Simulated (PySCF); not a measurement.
C6H8N2S.
Cartesian coordinates in Å at the PBE0-D3(BJ)/def2-SVP level; atoms count from 1:
```
atom  x, y, z in Å
C1    -1.366    0.977   -0.854
C2    -1.160   -0.478   -0.538
C3    -1.349   -1.012    0.843
C4     0.039   -0.963    0.267
C5     1.039   -0.019    0.798
C6     2.444   -0.074    0.504
N7     3.153    0.876    1.063
S8     2.113    1.811    1.928
N9     0.730    0.989    1.590
H10   -1.057    1.615   -0.015
H11   -2.429    1.177   -1.060
H12   -0.789    1.278   -1.743
H13   -1.434   -1.161   -1.350
H14   -1.555   -0.286    1.634
H15   -1.810   -1.993    0.980
H16    0.476   -1.907   -0.070
H17    2.928   -0.825   -0.125
```

Level: PBE0/def2-SVPD in PySCF, non-relativistic, on one gas-phase PBE0-D3(BJ)/def2-SVP geometry that isn't relaxed in the solvent. The solvent is an IEF-PCM continuum (Bondi radii, 1.10 Å for H, scaled by 1.2), and excitations are vertical TDDFT with non-equilibrium linear response and a frozen core. Specific hydrogen bonds and non-electrostatic terms are outside this model.

Gas-phase singlets (H = HOMO, L = LUMO):

```
state  E (eV)  λ (nm)      f           leading configurations
   S1   4.980     249  0.161                          H→L 93%
   S2   5.172     240  0.008             H-1→L 54%, H-2→L 36%
   S3   5.782     214  0.005  H-2→L 36%, H-1→L 32%, H-3→L 13%
   S4   5.927     209  0.000                        H→L+1 93%
   S5   6.280     197  0.010  H-3→L 36%, H-2→L 23%, H-5→L 19%
```

Question: What are the lowest 5 singlets in cyclohexane (ε = 2.017)?

Answer: 
```tsv
state	E (eV)	λ (nm)	f	leading configurations	change by rank (eV)
S1	4.867	255	0.220	H→L 96%	-0.113
S2	5.202	238	0.003	H-2→L 58%, H-1→L 29%, H-3→L 9%	+0.030
S3	5.728	216	0.006	H-1→L 55%, H-2→L 19%, H-3→L 11%	-0.054
S4	5.899	210	0.000	H→L+1 94%	-0.028
S5	6.221	199	0.015	H-3→L 43%, H-5→L 22%, H-2→L 17%	-0.059
```

Question: How does the list change in chloroform (ε = 4.711)?

Answer: 
| state | E (eV) | λ (nm) | f | leading configurations | change by rank (eV) |
| --- | --- | --- | --- | --- | --- |
| S1 | 4.833 | 257 | 0.222 | H→L 97% | -0.147 |
| S2 | 5.237 | 237 | 0.002 | H-2→L 60%, H-1→L 22%, H-3→L 15% | +0.065 |
| S3 | 5.683 | 218 | 0.007 | H-1→L 65%, H-2→L 12%, H-3→L 12% | -0.099 |
| S4 | 5.882 | 211 | 0.000 | H→L+1 94% | -0.045 |
| S5 | 6.193 | 200 | 0.017 | H-3→L 42%, H-5→L 22%, H-2→L 19% | -0.087 |

Question: The ground-state energy changes by -0.128 eV from gas to chloroform. By how much does the total energy of gas-phase S1 change?

Answer: E(S1) = E(S0) + excitation energy, so it changes by -0.128 − 0.147 = -0.275 eV: it is lowered more than the ground state, which is what a red shift means. This is the vertical state, with the slow part of the continuum still set for S0.

Question: How do the frontier levels move from gas to chloroform?

Answer: 
| orbital | gas (eV) | solvent (eV) | change (eV) | Löwdin shares, gas | Löwdin shares, solvent |
| --- | --- | --- | --- | --- | --- |
| LUMO+2 | 0.61 | 0.69 | +0.08 | C6 16 %, C5 12 %, S8 11 %, H16 8 % | C6 22 %, C5 21 %, N7 11 %, N9 10 % |
| LUMO+1 | 0.14 | 0.14 | 0.00 | S8 63 %, N9 10 %, N7 10 % | S8 69 %, N9 10 %, N7 10 % |
| LUMO | -1.54 | -1.58 | -0.04 | N7 24 %, S8 22 %, N9 22 %, C6 13 % | N7 24 %, N9 22 %, S8 22 %, C6 13 % |
| HOMO | -7.24 | -7.21 | +0.03 | S8 31 %, C6 12 %, C5 12 %, C4 11 % | S8 30 %, C4 12 %, C6 11 %, C5 11 % |
| HOMO-1 | -8.41 | -8.33 | +0.08 | N7 24 %, C3 18 %, C2 14 %, N9 11 % | C3 27 %, C2 21 %, C4 10 %, C1 9 % |
| HOMO-2 | -8.57 | -8.61 | -0.04 | N9 29 %, N7 14 %, C2 10 %, S8 9 % | N9 33 %, N7 23 %, S8 11 %, C6 6 % |
| HOMO-3 | -8.76 | -8.77 | -0.01 | N9 29 %, N7 15 %, C6 11 %, S8 10 % | N9 31 %, N7 15 %, S8 11 %, C6 10 % |

The HOMO–LUMO gap goes from 5.71 to 5.63 eV. Rows go by rank; for HOMO-2, HOMO-1 and LUMO+2 the atom shares or the degeneracy differ between the runs, so the row needn't follow one orbital.
